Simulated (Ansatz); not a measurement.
`O[SiH2]B(F)F` + CH₃NH₂ → `CNB(F)F` + `O[SiH3]` at 400 K and 1 bar (cleavage of the B–Si bond).

Computed with Ansatz on PBE0-D4/def2-TZVP structures; ΔE is electronic, products minus reactants. CCSD(T)/CBS adds triple-zeta CCSD(T) − MP2 to the extrapolated MP2 energy (def2 sets, frozen cores). One conformer a species, not always the lowest.

```json
{"species": "`O[SiH2]B(F)F`", "CCSD(T)/CBS energy (Eh)": "-590.59047", "H − E (kJ/mol)": "138.1", "S (J/(mol·K))": "376.5"}
{"species": "CH₃NH₂", "CCSD(T)/CBS energy (Eh)": "-95.75281", "H − E (kJ/mol)": "185.4", "S (J/(mol·K))": "256.0"}
{"species": "`CNB(F)F`", "CCSD(T)/CBS energy (Eh)": "-319.70892", "H − E (kJ/mol)": "198.5", "S (J/(mol·K))": "339.2"}
{"species": "`O[SiH3]`", "CCSD(T)/CBS energy (Eh)": "-366.69042", "H − E (kJ/mol)": "120.0", "S (J/(mol·K))": "276.4"}
```

H − E and S are ideal-gas, rigid-rotor, harmonic terms from PBE0-D4/def2-TZVP, for one conformer and one mirror image of each species. 1 Eh = 2625.50 kJ/mol, R = 8.31446 J/(mol·K).

Q: By hand: ΔE, ΔH, ΔS and ΔG.

A: ΔE = (-319.70892) + (-366.69042) − (-590.59047) − (-95.75281) = -0.05606 Eh = -147.2 kJ/mol. Δ(H − E) = 198.5 + 120.0 − 138.1 − 185.4 = -5.0, so ΔH = -152.2 kJ/mol. ΔS = 339.2 + 276.4 − 376.5 − 256.0 = -16.9 J/(mol·K). ΔG = -152.2 − 400 × (-16.9)/1000 = -145.4 kJ/mol.

Q: By hand: the equilibrium constant, and the temperature at which ΔG would vanish if ΔH and ΔS stayed fixed.

A: log₁₀ K = −ΔG/(RT ln 10) = 19.0. ΔG = 0 at ΔH/ΔS = 9006 K, far beyond where these terms or the molecules hold.

ΔH outweighs TΔS. A doubt of 5 kJ/mol in ΔE shifts log₁₀ K by 0.7 here. Other conformers and mirror images would add mixing entropy, several J/(mol·K) or more a flexible species. Modes under 60 cm⁻¹, often nearly free rotors, make the harmonic entropy too high. These are equilibria of isolated gas molecules and say nothing of rates. Largest T1 diagnostic: 0.013 (customary marks: 0.02 for closed shells, 0.045 for open ones).
